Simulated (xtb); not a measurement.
Ga(Br)2(OH) (Br2GaHO), SMILES [Br][Ga]([OH])[Br]. All values are semi-empirical tight-binding results from xtb (GFN2-xTB unless named), good for trends rather than for accurate numbers. Geometry: GFN2-xTB. The structure was generated by enumeration; whether it is a known compound was not checked. The values are those of a single conformer.

For metal compounds this method's bond lengths and energies can be far off.

```json
{
  "point_group_as_xtb_finds_it": "Cs",
  "orbital_gap": "3.80 eV",
  "zero_point_energy": "8.4 kcal/mol",
  "G − E(el) at 298.15 K (modified RRHO)": "-13.0 kcal/mol"
}
```
